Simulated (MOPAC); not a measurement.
MOPAC input (PM7):

```
PM7 FORCE THERMO(298,298) PRECISE LET CHARGE=-1 GEO-OK AUX(PRECISION=9) THREADS=1
CH3O2

O    -1.01262853 1    0.58061767 1    0.23234455 1
C    -0.30289186 1   -0.43300160 1   -0.12029734 1
O     1.16282425 1   -0.11091228 1   -0.09291888 1
H    -0.43205679 1   -0.74413785 1   -1.17846715 1
H    -0.34403127 1   -1.29415843 1    0.57964957 1
H     1.24504848 1    0.79970783 1    0.18784865 1
```

Output:

```
 *******************************************************************************
 **                                                                           **
 **                              MOPAC v23.2.5                                **
 **                                                                           **
 *******************************************************************************
 ** MOPAC's Digital Object Identifier: https://doi.org/10.5281/zenodo.6511958 **
 **                                                                           **
 ** Please cite the open-source release paper for use of this MOPAC version:  **
 ** J. E. Moussa and J. J. P. Stewart (2026)                                  **
 ** MOPAC: An open-source semiempirical molecular orbital program             **
 ** J. Open Source Softw., 11(119), 8025, https://doi.org/10.21105/joss.08025 **
 *******************************************************************************

                              PM7 CALCULATION RESULTS

 *******************************************************************************
 *  PM7        - The PM7 Hamiltonian to be used
 *  GEO-OK     - OVERRIDE INTERATOMIC DISTANCE AND OTHER SAFETY CHECKS
 *
 *
 *
 *                 CHARGE ON SYSTEM = -1
 *
 *
 *
 *  LET        - OVERRIDE SOME SAFETY CHECKS
 *  PRECISE    - TIGHTER CRITERIA TO BE USED
 *  FORCE      - FORCE CALCULATION SPECIFIED
 *  AUX        - OUTPUT AUXILIARY INFORMATION
 *  THERMO     - THERMODYNAMIC QUANTITIES TO BE CALCULATED
 *******************************************************************************
PM7 FORCE THERMO(298,298) PRECISE LET CHARGE=-1 GEO-OK AUX(PRECISION=9) THREADS=1
 CH3O2

   ATOM   CHEMICAL          X               Y               Z
  NUMBER   SYMBOL      (ANGSTROMS)     (ANGSTROMS)     (ANGSTROMS)

     1       O         -1.01262853  *   0.58061767  *   0.23234455  *
     2       C         -0.30289186  *  -0.43300160  *  -0.12029734  *
     3       O          1.16282425  *  -0.11091228  *  -0.09291888  *
     4       H         -0.43205679  *  -0.74413785  *  -1.17846715  *
     5       H         -0.34403127  *  -1.29415843  *   0.57964957  *
     6       H          1.24504848  *   0.79970783  *   0.18784865  *

          CARTESIAN COORDINATES

    NO.       ATOM           X           Y           Z

     1         O         -1.0126      0.5806      0.2323
     2         C         -0.3029     -0.4330     -0.1203
     3         O          1.1628     -0.1109     -0.0929
     4         H         -0.4321     -0.7441     -1.1785
     5         H         -0.3440     -1.2942      0.5796
     6         H          1.2450      0.7997      0.1878

 General Reference for PM7:
 "Optimization of Parameters for Semiempirical Methods VI: More Modifications to the
 NDDO Approximations and Re-optimization of Parameters", J. J. P. Stewart, J. Mol. Mod., 1:32, 19 (2013)
 https://link.springer.com/article/10.1007/s00894-012-1667-x

[...]
 TRAVEL (Ang.)       0.3482         O 3 -- H 6          +6.0% ( 21.7%)     27.8%
 REDUCED MASS        0.4229         O 1 -- C 2          +2.4% ( 13.6%)      0.1%
 EFFECTIVE MASS      1.4703
 FORCE CONSTANT      0.4311

 VIBRATION          8    5A'         ATOM PAIR     ENERGY CONTRIBUTION    RADIAL
 FREQUENCY          1364.35         C 2 -- H 5         +43.4% ( 57.1%)      0.2%
 TRANSITION DIPOLE   0.0845         C 2 -- H 4         +43.4% ( 57.1%)      0.2%
 TRAVEL (Ang.)       0.2737         O 1 -- C 2         +12.1% ( 30.1%)     87.9%
 REDUCED MASS        0.6598         O 3 -- H 6          +0.6% (  6.9%)     34.9%
 EFFECTIVE MASS      2.6723
 FORCE CONSTANT      0.7236

 VIBRATION          9    6A'         ATOM PAIR     ENERGY CONTRIBUTION    RADIAL
 FREQUENCY          1534.57         O 1 -- C 2         +41.0% ( 89.8%)     99.0%
 TRANSITION DIPOLE   3.0652         C 2 -- H 5         +18.9% ( 61.0%)     11.4%
 TRAVEL (Ang.)       0.0937         C 2 -- H 4         +18.9% ( 61.0%)     11.4%
 REDUCED MASS        5.0077         C 2 -- O 3         +18.2% ( 59.9%)      2.6%
 EFFECTIVE MASS     11.3326
 FORCE CONSTANT      6.9480

 VIBRATION         10    4A"         ATOM PAIR     ENERGY CONTRIBUTION    RADIAL
 FREQUENCY          2559.66         C 2 -- H 4         +49.0% ( 72.6%)     98.4%
 TRANSITION DIPOLE   0.6624         C 2 -- H 5         +49.0% ( 72.6%)     98.4%
 TRAVEL (Ang.)       0.2289         C 2 -- O 3          +1.0% ( 10.4%)      0.0%
 REDUCED MASS        0.5026         O 1 -- C 2          +1.0% ( 10.3%)      0.0%
 EFFECTIVE MASS      1.4670
 FORCE CONSTANT      1.9401

 VIBRATION         11    7A'         ATOM PAIR     ENERGY CONTRIBUTION    RADIAL
 FREQUENCY          2630.18         C 2 -- H 4         +49.4% ( 68.8%)     97.8%
 TRANSITION DIPOLE   0.5476         C 2 -- H 5         +49.4% ( 68.8%)     97.8%
 TRAVEL (Ang.)       0.2306         C 2 -- O 3          +0.5% (  7.2%)      2.2%
 REDUCED MASS        0.4820         O 1 -- C 2          +0.4% (  6.4%)     45.7%
 EFFECTIVE MASS      1.1795
 FORCE CONSTANT      1.9645

 VIBRATION         12    8A'         ATOM PAIR     ENERGY CONTRIBUTION    RADIAL
 FREQUENCY          2863.04         O 3 -- H 6         +99.5% ( 99.7%)     98.8%
 TRANSITION DIPOLE   0.8964         C 2 -- O 3          +0.3% (  5.6%)      1.9%
 TRAVEL (Ang.)       0.1580
 REDUCED MASS        0.9435
 EFFECTIVE MASS      1.3310
 FORCE CONSTANT      4.5567

      SYMMETRY NUMBER FOR POINT-GROUP Cs  =  1

          SYSTEM IS A GROUND STATE

 CH3O2

          MOLECULE IS NOT LINEAR

          THERE ARE 12 GENUINE VIBRATIONS IN THIS SYSTEM
          THIS THERMODYNAMICS CALCULATION IS LIMITED TO
          MOLECULES WHICH HAVE NO INTERNAL ROTATIONS

                    CALCULATED THERMODYNAMIC PROPERTIES
                                          *
   TEMP. (K)   PARTITION FUNCTION   H.O.F.    ENTHALPY  HEAT CAPACITY ENTROPY
                                   KCAL/MOL   CAL/MOLE    CAL/K/MOL  CAL/K/MOL

 298.00  VIB.     0.1383D+01                   468.8036     4.5912     2.2175
         ROT.     0.1240D+05                   888.2803     2.9808    21.7104
         INT.     0.1714D+05                  1357.0839     7.5720    23.9279
         TRA.     0.3118D+27                  1480.4672     4.9680    37.4673
         TOT.                     -102.487    2837.5511    12.5400    61.3952

   *: NOTE: HEATS OF FORMATION ARE RELATIVE TO THE
            ELEMENTS IN THEIR STANDARD STATE AT 298K
              (=  Standard Enthalpy of Formation).

            Hvib:  Zero-point energy is not included.
                   frequencies of less than zero cm-1 are not included.
            Hrot = (3/2)RT
            Htra = (3/2)RT + pV = (5/2)RT

            Heat capacity is Cp, not Cv

          For more information, see: HTTP://OpenMOPAC.net/Manual/thermochemistry.html

           FORCE CONSTANT IN CARTESIAN COORDINATES (Millidynes/A)

    ATOM   CHEMICAL       X               Y               Z
   NUMBER   SYMBOL  FORCE CONSTANT  FORCE CONSTANT  FORCE CONSTANT

      1       O        9.991754        0.909464        0.830575
      2       C       10.280258        4.797268        6.305682
      3       O        4.319269        4.491450        0.536207
      4       H        1.381301        1.188393        2.759629
      5       H        1.381302        1.188394        2.759627
      6       H        2.595995        2.779183        0.071806

 **********************
 *                    *
 * JOB ENDED NORMALLY *
 *                    *
 **********************

 == MOPAC DONE ==
```

The dipole moment of an ion depends on the origin.
